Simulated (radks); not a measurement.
Neutral beryllium inside a hard spherical wall (all orbitals vanish at R), configuration held at [He] 2s2 and not refilled when levels cross. All-electron calculation, scalar-relativistic Kohn-Sham, LDA (Slater exchange, VWN5 correlation), spin-polarised, spherical densities, point nucleus. Program: a radial shooting solver on a logarithmic mesh with Libxc functionals. Eigenvalues in eV for spin up, with the zero of energy where the potential of the charges vanishes at infinity; a dash marks a level that is unbound or too diffuse for the functional's potential to be trusted. A positive occupied level is held by the wall or, in an anion where self-interaction has pushed it up, behind a barrier. The pressure on the wall is -dE/dV.

R (bohr)  E (hartree)  kinetic (hartree)    e(1s)   e(2s)  e(2p, empty)  e(3s, empty)  pressure (GPa)
free        -14.45004             14.317  -104.96  -5.599        -2.099        -0.034               0
20          -14.45004             14.317  -104.96  -5.599        -2.099         0.070        < 0.0001
12          -14.45003             14.318  -104.95  -5.598        -2.093         0.688        0.000236
8           -14.44837             14.332  -104.79  -5.490        -1.896         3.224          0.0742
3           -13.76001             16.382  -92.713   8.547        12.262        69.334             240
2.5         -13.06200             17.997  -86.669  20.279        21.792        111.87             763
2           -11.41758             21.417  -76.776  46.459        40.605        196.05            2970
